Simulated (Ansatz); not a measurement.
The cluster B₆Os⁻. Total charge -1; doublet. Geometry PBE-D4/def2-SVPD; atoms count from 1.

Cartesian coordinates in Å:
```
Os 1.0847 1.3320 0.5215
B -0.0465 -0.4666 0.8602
B -0.0350 -1.2931 -0.6595
B -1.3881 -0.3608 -0.2273
B -0.0180 0.3735 -0.8610
B -0.9604 1.0078 0.5548
B 1.3632 -0.5928 -0.1887
```

In the def2 sets Os takes a core potential; there is no spin–orbit coupling. The charge -1 doublet is spin-contaminated (final ⟨S²⟩ up to 1.09, 0.75 for a pure state). Another isomer (doublet) lies 0.97 eV lower at PBE0-D4/def2-TZVPD; other spin states weren't run for this one.

Q: Estimate the Mulliken populations from the PBE0/def2-TZVPD orbitals of Ansatz.

A: 
| atom | charge (e) | spin (α − β) | d electrons |
| --- | --- | --- | --- |
| Os1 | 0.38 | 0.72 | 6.75 |
| B2 | -0.56 | -0.12 | – |
| B3 | 0.35 | 0.10 | – |
| B4 | 0.35 | 0.10 | – |
| B5 | 0.17 | -0.01 | – |
| B6 | -0.84 | 0.10 | – |
| B7 | -0.84 | 0.10 | – |
Mulliken values depend strongly on the basis. With diffuse functions, as here, like atoms can get unlike values, and bond orders can come out too low or too high.

Q: Where does the spin sit?

A: Summed by element: Os 0.72, B 0.28, of 1 unpaired in all. Largest on single atoms: Os1 0.72, B2 -0.12, B6 0.10.

Q: And the Mayer bond orders between heavy atoms (over 0.3)?

A: Os1–B2 0.32 (2.15 Å); Os1–B5 0.54 (2.01 Å); Os1–B6 1.36 (2.07 Å); Os1–B7 1.36 (2.07 Å); B2–B5 1.45 (1.92 Å); B2–B6 1.02 (1.76 Å); B2–B7 1.02 (1.76 Å); B3–B4 2.03 (1.70 Å); B3–B7 0.36 (1.63 Å); B4–B6 0.36 (1.63 Å); B5–B6 0.93 (1.82 Å); B5–B7 0.93 (1.81 Å).
